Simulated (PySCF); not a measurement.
CF4, charge +1, doublet, at a GFN2-xTB geometry (a state made from the parent by changing its charge; the spin is typed, not shown lowest); PySCF with HF/6-31G, frequencies.

Input for PySCF:
```python
from pyscf import gto, scf
from pyscf.hessian import thermo

mol = gto.M(
    atom='''
F     0.02137483   -1.05306722   -0.80331463
C     0.00000000   -0.00000000   -0.00000000
F    -0.20172491    1.12121488   -0.67594829
F    -0.99596699   -0.07435725    0.87019687
F     1.17631706    0.00620959    0.60906605
''',
    basis='6-31g',
    charge=1,
    spin=1,
    verbose=3,
)

mf = scf.UHF(mol)
mf.kernel()
hess = mf.Hessian().kernel()
freq = thermo.harmonic_analysis(mf.mol, hess)
print('frequencies / cm-1', freq['freq_wavenumber'].round(1))
th = thermo.thermo(mf, freq['freq_au'], 298.15, 101325)
thermo.dump_thermo(mf.mol, th)
```

Problem. Predict the main parts of the log of this PySCF run.

Solution. 
```
converged SCF energy = -434.86901762834  <S^2> = 0.80181637  2S+1 = 2.051162
frequencies / cm-1 [ 259.   388.3  532.9  585.4  621.1  949.7 1399.4 1443.3 1591.3]
temperature 298.1500 [K]
pressure 101325.00 [Pa]
Rotational constants [GHz] 5.97674 5.54942 5.54942
Symmetry number 4
Zero-point energy (ZPE) 0.01770 [Eh]   46476.951 [J/mol]
                           tot       elec      trans        rot        vib
Entropy [J/mol/K]       281.302      5.763    164.586     92.955     17.998
Cv [J/mol/K]             54.890      0.000     12.472     12.472     29.947
Cp [J/mol/K]             63.205      0.000     20.786     12.472     29.947
Internal energy [J/mol]                      3718.434   3718.434  50085.388
Internal energy [Eh]   -434.84711  -434.86902
Enthalpy [J/mol]                             6197.391   3718.434  50085.388
Enthalpy [Eh]          -434.84616
Gibbs free energy [J/mol]                  -42874.054 -23996.054  44719.389
Gibbs free energy [Eh] -434.87811
```
